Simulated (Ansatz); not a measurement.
Consider the isomerisation: `CO[SiH2][SiH2]O` → `O[SiH2]C(O)[SiH3]`.

Computed with Ansatz on PBE0-D4/def2-TZVP structures; ΔE is electronic, products minus reactants. CCSD(T)/CBS is the MP2 limit (def2-TZVPP, def2-QZVPP) plus CCSD(T) − MP2 in def2-TZVPP, frozen cores. Functionals use def2-TZVPP. One conformer a species, not always the lowest.

CCSD(T)/CBS gives +0.93 eV.

(1) Another level gave +0.95 eV. Which?
A. B2PLYP/def2-TZVPP
B. ωB97M-V/def2-TZVPP
C. HF/def2-TZVPP
D. PBE0-D4/def2-TZVPP

Largest T1 diagnostic among the species: 0.012.

Results:

(1) D. PBE0-D4 0.95, HF/def2-TZVPP 1.15, B2PLYP 1.00, ωB97M-V 0.86 eV.

In def2-TZVPP, CCSD(T) changes the Hartree–Fock value by −0.22 eV (the triples alone add −0.03 eV) and MP2 by −0.25 eV. The D4 term adds −0.05 eV with B3LYP and −0.03 eV with PBE0; it sums over pairs of atoms, weighted by their polarisabilities, and B3LYP, whose exchange is more repulsive, gets the larger term.

B3LYP here is the variant with VWN-RPA as its local correlation; programs differ in this.
